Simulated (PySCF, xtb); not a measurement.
Ga(OH)2(PH2) (GaH4O2P), SMILES [OH][Ga]([OH])[PH2]. Other conformers were not sampled.

Harmonic wavenumbers (cm⁻¹) from GFN2-xTB (xtb 6.7.1) at its own minimum, in rising order: 69, 74, 116, 139, 265, 318, 344, 362, 443, 542, 554, 661, 669, 1097, 2174, 2225, 3654, 3660.

What does PySCF with PBE-D3(BJ)/def2-SVP give at its own minimum? (The exact figures need the calculation; the answer reports its results.)

76, 107, 144, 177, 219, 325, 344, 591, 641, 644, 683, 737, 809, 1048, 2317, 2336, 3731, 3733. Paired by order, the mean absolute difference is 83 cm⁻¹ and the zero-point energies are 24.8 and 26.7 kcal/mol.
